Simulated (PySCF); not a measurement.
Assignment exercise: C$_{4}$H$_{12}$BN

Cartesian coordinates in Å; atom numbers follow the order of the lines, from 1:
```xyz
18

B    -0.440   -0.735   -0.031
C     1.144   -0.770   -0.153
C     1.885   -0.006    0.943
H     1.405   -0.330   -1.135
H     1.510   -1.811   -0.197
H     2.979   -0.047    0.813
H     1.601    1.058    0.960
H     1.661   -0.413    1.942
C    -1.218    0.632    0.191
C    -0.884    1.711   -0.839
H    -0.954    1.005    1.199
H    -2.310    0.466    0.217
H    -1.430    2.649   -0.651
H     0.190    1.955   -0.838
H    -1.138    1.387   -1.861
N    -1.162   -1.929   -0.135
H    -2.172   -1.971   -0.091
H    -0.723   -2.832   -0.258
```

PySCF 2.14 calculation with σ from GIAO-KT2/pcSseg-1, B3LYP/pcJ-1 coupling constants (spin–dipole term only in couplings to heteroatoms) and PBE0-D3(BJ)/def2-SVP structure; in vacuum, non-relativistic Hamiltonian, one computed conformer, fast rotation and ring inversion assumed for equivalent nuclei.

Scale: $^{13}$C (183.22 ppm) and $^{1}$H (31.18 ppm) vs TMS (reference shieldings calculated alike).

(1) Assign these signals to the numbered atoms. $^{13}$C{$^{1}$H} NMR (computed): δ 15.7 (CH2), 12.2 (CH3).

(2) Assign these signals to the numbered atoms. $^{1}$H NMR (600 MHz, computed): δ 3.49 (br s, 2H), 0.98 (m, 6H), 0.71 (m, 4H).

Results:

(1) 
```tsv
δ (ppm)	atoms	environment	reason
15.7	C2/C9	carbon bonded to C, B, 2 H	–
12.2	C3/C10	carbon bonded to C, 3 H	–
```

(2) 
3.49 → H17/H18, hydrogen on a nitrogen bonded to B
0.98 → H6/H7/H8/H13/H14/H15, hydrogen on a carbon bonded to C
0.71 → H4/H5/H11/H12, hydrogen on a carbon bonded to C, B

The OH or NH signal is concentration- and solvent-dependent in practice; the value given is the gas-phase one. A carbon bonded to boron is broadened by the quadrupolar boron nucleus and is often missing from a measured spectrum. Multiplet labels drop couplings under 1 Hz and merge nearly equal ones. Couplings among chemically equivalent protons are left out too, so labels in AA′BB′ or AA′XX′ sets are apparent multiplicities. Unscaled 3J(H,H) at this level run about 10 % above measured values. Shifts are as computed. Against solution values, carbons near 30 ppm lie about +2 ppm off and those near 130 ppm about -5 ppm. Of 1211 compounds with measured shifts, 218 miss one by over three times the rms of a fit or turn the order of signals round; such compounds aren't used in these exercises.
